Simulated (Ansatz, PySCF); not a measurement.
Gas-phase reaction in SMILES: N[SiH2]N[SiH3] → N[SiH]N[SiH3] + H atom (the H-Si bond at the site shown breaks; other sites are not compared here)
Each molecule is optimised on its own at B3LYP-D3(BJ)/def2-TZVP (Ansatz, a quantum-chemistry and plane-wave program), one conformer each, not searched for the lowest. Frequencies are from Ansatz or PySCF.
Geometry of the first species:
```
N
H 1 1.0124
Si 1 1.7254 2 114.62
N 3 1.7156 1 110.03 2 -51.02
H 4 1.0070 3 120.75 1 145.34
H 4 1.0075 5 111.95 3 -155.47
Si 1 1.7293 2 115.45 3 175.96
H 7 1.4791 1 108.40 2 160.13
H 7 1.4836 8 110.01 1 119.63
H 3 1.4836 4 103.92 5 22.74
H 3 1.4838 10 108.95 4 124.54
H 7 1.4856 8 108.21 9 116.86
```
Charge 0, spin multiplicity 1.

Property: bond dissociation energy (enthalpy at 298 K, with B3LYP-D3(BJ) rigid-rotor harmonic-oscillator terms), in eV. Valence correlation only, unless marked. Open shells are spin-unrestricted. Spin-orbit coupling is left out. Non-relativistic unless marked X2C. CBS(X,Y): correlation extrapolated as X^-3; Hartree-Fock from the larger set.

```json
[
 {"level": "HF/STO-3G", "program": "Ansatz", "bond dissociation energy (eV)": "4.44"},
 {"level": "HF/cc-pV(Q+d)Z", "program": "Ansatz", "bond dissociation energy (eV)": "3.24"}
]
```

### Question
What does CCSD(T)/CBS(cc-pV(T+d)Z,cc-pV(Q+d)Z) (Ansatz) give?

### Answer
4.10 eV
